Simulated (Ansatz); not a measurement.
Born–Oppenheimer molecular dynamics of CH₆BNO (10 atoms, charge 0, multiplicity 1). It goes on from the last frame of an earlier run, with new velocities.

Level of theory: Ansatz, RKS PBE0-D4/def2-SVP.

```json
{"ensemble": "NVT, Nosé–Hoover chain", "time step": "0.5 fs", "steps asked": "150", "set temperature": "400 K", "thermostat": "time constant 300 fs, chain length 1", "seed": "435196"}
```

First frame:

```xyz
10
Properties=species:S:1:pos:R:3
B 0.020 -0.015 0.092
C 0.047 0.293 1.647
H -0.955 0.623 1.969
H 0.298 -0.667 2.204
H 0.792 1.082 1.924
O 1.196 -0.093 -0.619
H 1.063 -0.166 -1.569
N -1.239 -0.161 -0.540
H -2.055 -0.168 0.003
H -1.399 -0.401 -1.495
```

(1) How far do the bonds stretch over the last three quarters of this one trajectory? (Pairs bonded in most of those frames.)

Results:

(1) 
| bond | mean (Å) | spread (Å) | shortest | longest |
| --- | --- | --- | --- | --- |
| B1–C2 | 1.581 | 0.019 | 1.56 | 1.63 |
| B1–O6 | 1.375 | 0.017 | 1.34 | 1.40 |
| B1–N8 | 1.417 | 0.015 | 1.39 | 1.44 |
| C2–H3 | 1.101 | 0.015 | 1.07 | 1.13 |
| C2–H4 | 1.108 | 0.031 | 1.06 | 1.15 |
| C2–H5 | 1.103 | 0.020 | 1.07 | 1.14 |
| O6–H7 | 0.963 | 0.015 | 0.94 | 0.99 |
| N8–H9 | 1.014 | 0.026 | 0.97 | 1.06 |
| N8–H10 | 1.013 | 0.027 | 0.97 | 1.06 |

Mean temperature of the second half: 240 K. The conserved energy stayed within 0.16 meV per atom of its start (net change 0.039 meV per atom), so the integration is sound. The mean temperature of the second half is 40 % below the set value. A run of 0.075 ps of so small a system gives no equilibrium averages.

Time of the run: 8.5 min on 1 thread of Intel(R) Xeon(R) Platinum 8259CL CPU @ 2.50GHz (Skylake/Cascade Lake), on a shared host, peak memory 0.17 GiB.
